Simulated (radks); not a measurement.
Results of a calculation; reference values are marked as such.
Spin polarisation of the 3d1 shell in the scandium ion Sc+. Start: [Ar] 3d(up 0.5, down 0.5) 4s(up 0.5, down 0.5); electrons of 3d are moved from spin down to spin up, other shells keep equal spins. Code: a radial shooting solver on a logarithmic mesh with Libxc functionals. Model: scalar-relativistic Kohn-Sham, r2SCAN, spin-polarised, spherical densities, finite nucleus; meta-GGA in the generalised Kohn-Sham scheme; Fermi nuclear charge, rms radius of each element as measured or else 0.836 A^(1/3) + 0.57 fm.

[
 {"moment (Bohr magnetons)": "0", "E - E(0) (eV)": "0.000", "e(3d up) (eV)": "-9.654", "e(3d down) (eV)": "-9.654", "4s down minus up (eV)": "0.000", "3p down minus up (eV)": "0.000", "3s down minus up (eV)": "0.000"},
 {"moment (Bohr magnetons)": "0.25", "E - E(0) (eV)": "-0.018", "e(3d up) (eV)": "-9.792", "e(3d down) (eV)": "-9.508", "4s down minus up (eV)": "0.086", "3p down minus up (eV)": "0.275", "3s down minus up (eV)": "0.270"},
 {"moment (Bohr magnetons)": "0.5", "E - E(0) (eV)": "-0.071", "e(3d up) (eV)": "-9.922", "e(3d down) (eV)": "-9.355", "4s down minus up (eV)": "0.176", "3p down minus up (eV)": "0.551", "3s down minus up (eV)": "0.540"},
 {"moment (Bohr magnetons)": "0.75", "E - E(0) (eV)": "-0.159", "e(3d up) (eV)": "-10.044", "e(3d down) (eV)": "-9.197", "4s down minus up (eV)": "0.274", "3p down minus up (eV)": "0.827", "3s down minus up (eV)": "0.811"},
 {"moment (Bohr magnetons)": "1", "E - E(0) (eV)": "-0.282", "e(3d up) (eV)": "-10.156", "e(3d down) (eV)": "-9.034", "4s down minus up (eV)": "0.382", "3p down minus up (eV)": "1.103", "3s down minus up (eV)": "1.082"}
]

At moment 1 the spin-polarisation energy is -0.282 eV and the 3d exchange splitting 1.122 eV, that is 1.122 eV per Bohr magneton; E = -I m^2/4 would give I = 1.130 eV.
